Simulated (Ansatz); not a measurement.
Geometry optimisation, RKS B3LYP/def2-SVP (Ansatz 0.2.0).

input.yaml

```yaml
crystal:
  periodic: [false, false, false]
  atoms:
    - { symbol: Si, position_ang: [0.206973, 0.756313, 0.31642] }
    - { symbol: C, position_ang: [0.766104, -0.910209, 0.976617] }
    - { symbol: O, position_ang: [-0.854509, 0.506934, -0.941108] }
    - { symbol: Si, position_ang: [-1.492541, -0.152769, -2.313746] }
    - { symbol: H, position_ang: [1.369639, 1.538341, -0.18467] }
    - { symbol: H, position_ang: [-0.532942, 1.526956, 1.350302] }
    - { symbol: H, position_ang: [1.223918, 0.435498, 2.879357] }
    - { symbol: F, position_ang: [1.726583, 1.19577, 2.846054] }
    - { symbol: H, position_ang: [-0.037809, -1.423816, 1.530583] }
    - { symbol: H, position_ang: [1.048037, -1.566432, 0.135964] }
    - { symbol: H, position_ang: [1.659312, -0.833339, 1.616048] }
    - { symbol: H, position_ang: [-0.545723, -0.003893, -3.458669] }
    - { symbol: H, position_ang: [-2.769685, 0.537671, -2.644488] }
    - { symbol: H, position_ang: [-1.767457, -1.606925, -2.108565] }
basis:
  gaussian: { orbitals: def2-SVP }
hamiltonian:
  xc: b3lyp
relax:
  f_tol: 0.03
  max_steps: 50
```

Launched with:

```bash
$ ansatz run input.yaml --threads 4 --pin off --max-ram 5120MiB --backend cpu --events-out ev --progress --plain --runs-dir out
```

Where does it end, and by what steps?

The forces met the threshold. The force dipped under the threshold on the way, but the program's further checks kept it going. After 48 steps the energy has fallen by 0.143 eV; H7 moved furthest, 1.38 Å.

| step | energy less start (eV) | largest force component (eV/Å) | accepted |
| --- | --- | --- | --- |
| 0 | 0.0000 | 0.808 | yes |
| 2 | -0.0017 | 1.570 | no |
| 4 | -0.0538 | 0.197 | yes |
| 6 | -0.0602 | 0.188 | yes |
| 8 | -0.0741 | 0.201 | yes |
| 10 | -0.0794 | 0.139 | yes |
| 12 | -0.0950 | 0.161 | yes |
| 14 | -0.1091 | 0.135 | yes |
| 16 | -0.1164 | 0.092 | yes |
| 18 | -0.1195 | 0.819 | no |
| 20 | -0.1272 | 0.141 | yes |
| 22 | -0.1293 | 0.026 | yes |
| 24 | -0.1306 | 0.037 | yes |
| 26 | -0.1298 | 0.377 | no |
| 28 | -0.1332 | 0.076 | yes |
| 30 | -0.1341 | 0.141 | yes |
| 32 | -0.1359 | 0.059 | yes |
| 34 | -0.1373 | 0.053 | yes |
| 36 | -0.1356 | 0.389 | no |
| 38 | -0.1391 | 0.041 | yes |
| 40 | -0.1395 | 0.163 | yes |
| 42 | -0.1405 | 0.092 | yes |
| 44 | -0.1417 | 0.081 | yes |
| 46 | -0.1405 | 0.253 | no |
| 48 | -0.1425 | 0.009 | yes |

```xyz
14
Properties=species:S:1:pos:R:3
Si 0.340 0.242 0.232
C 0.937 -1.252 1.177
O -0.732 -0.208 -0.954
Si -1.595 0.064 -2.343
H 1.465 1.006 -0.376
H -0.386 1.167 1.175
H 0.745 1.660 2.473
F 1.618 1.555 2.780
H 0.088 -1.839 1.564
H 1.553 -1.911 0.545
H 1.544 -0.908 2.029
H -0.775 0.833 -3.326
H -2.833 0.838 -2.037
H -1.971 -1.247 -2.938
```

Whether the end is a true minimum wasn't checked by a vibrational analysis.

Run time: 2.5 min on 4 threads of Arm Neoverse N1, with other jobs on the host, peak memory 0.29 GiB.
